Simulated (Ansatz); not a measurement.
Cost and result for the atomization energy of `Cl[SiH2][GeH2][Cl]` (8 atoms, 7 bonds).

```xyz
8

Cl   -0.325   -0.767   -2.473
Si   -0.379    0.630   -0.970
Ge    0.497   -0.358    1.015
Cl   -0.847   -1.970    1.532
H     0.442    1.797   -1.381
H    -1.784    1.049   -0.755
H     1.885   -0.986    0.818
H     0.511    0.604    2.215
```

Total charge 0; spin multiplicity 1. Correlated methods include outer-core shells of Ge, which these sets cover unevenly. Scalar relativity is left out up to krypton. Geometry: relaxed with PBE0-D4/def2-TZVP. It is one conformer, not always the lowest. Program: Ansatz. All runs use 4 threads of an Arm Neoverse V2 on a shared host. Times are those of one run each, without the atoms' runs, and a repeat can differ threefold. Electronic energies, without spin–orbit coupling; frozen cores. CCSD(T)/CBS adds CCSD(T) − MP2 in def2-TZVPP to the MP2 limit, and its time is that of the two runs behind it. T1 = 0.010. With those shells the extrapolation isn't a true limit. B3LYP takes the VWN-RPA correlation (the form of Gaussian; ORCA's B3LYP/G). HSE06 is the plane-wave form, built on full-range PBE exchange.

CCSD(T)/CBS is a level of theory with its own doubt, some kJ/mol a heavy atom from the limit and from the frozen cores, so smaller differences don't rank the functionals.

```json
{"level": "revPBE-D4/def2-TZVPP", "functions": "230", "wall time": "1.6 s", "atomization (kcal/mol)": "521.5", "difference from CCSD(T)/CBS": "-15.9", "per bond": "-2.3"}
{"level": "PBE-D4/def2-TZVPP (with forces)", "functions": "230", "wall time": "1.9 s", "atomization (kcal/mol)": "531.8", "difference from CCSD(T)/CBS": "-5.6", "per bond": "-0.8"}
{"level": "PBE0-D4/def2-TZVPP", "functions": "230", "wall time": "2.7 s", "atomization (kcal/mol)": "530.3", "difference from CCSD(T)/CBS": "-7.1", "per bond": "-1.0"}
{"level": "BHLYP-D4/def2-TZVPP", "functions": "230", "wall time": "2.7 s", "atomization (kcal/mol)": "523.5", "difference from CCSD(T)/CBS": "-13.9", "per bond": "-2.0"}
{"level": "CCSD(T)/def2-SVP", "functions": "106", "wall time": "2.9 s", "atomization (kcal/mol)": "491.0", "difference from CCSD(T)/CBS": "-46.4", "per bond": "-6.6"}
{"level": "HSE06-D4/def2-TZVPP", "functions": "230", "wall time": "3 s", "atomization (kcal/mol)": "530.5", "difference from CCSD(T)/CBS": "-6.9", "per bond": "-1.0"}
{"level": "B3LYP-D4/def2-TZVPP (with forces)", "functions": "230", "wall time": "4 s", "atomization (kcal/mol)": "528.4", "difference from CCSD(T)/CBS": "-9.0", "per bond": "-1.3"}
{"level": "PBE-QIDH/def2-TZVPP", "functions": "230", "wall time": "4.1 s", "atomization (kcal/mol)": "531.7", "difference from CCSD(T)/CBS": "-5.7", "per bond": "-0.8"}
{"level": "r2SCANh-D4/def2-TZVPP", "functions": "230", "wall time": "4.6 s", "atomization (kcal/mol)": "535.6", "difference from CCSD(T)/CBS": "-1.8", "per bond": "-0.3"}
{"level": "ωB97M-V/def2-TZVPP (with forces)", "functions": "230", "wall time": "10 s", "atomization (kcal/mol)": "534.4", "difference from CCSD(T)/CBS": "-3.0", "per bond": "-0.4"}
{"level": "MP2/def2-QZVPP", "functions": "419", "wall time": "14 s", "atomization (kcal/mol)": "534.3", "difference from CCSD(T)/CBS": "-3.1", "per bond": "-0.4"}
{"level": "CCSD(T)/def2-TZVPP", "functions": "230", "wall time": "84 s", "atomization (kcal/mol)": "523.0", "difference from CCSD(T)/CBS": "-14.4", "per bond": "-2.1"}
{"level": "CCSD(T)/CBS(def2)", "functions": "–", "wall time": "98 s", "atomization (kcal/mol)": "537.4", "difference from CCSD(T)/CBS": "0.0", "per bond": "0.0"}
```

Leaving LDA and LC-ωPBE aside and taking each functional with its dispersion term where it has one, the values, not all of them listed here, spread over 23.1 kcal/mol, from revPBE-D4 to B97M-V. LDA lies +72.9 kcal/mol from PBE without D4, its usual overbinding. At CCSD(T), def2-SVP lies −46.4 kcal/mol from the extrapolated value and def2-TZVPP −14.4 kcal/mol: correlation converges slowly with the basis, and small sets miss more of it in the bonded molecule than in its fragments. From PBE to PBE0 (25 % exact exchange), in def2-TZVPP and without D4, the atomization energy moves by −0.8 kcal/mol: exact exchange takes away binding that semilocal exchange gives to molecules.
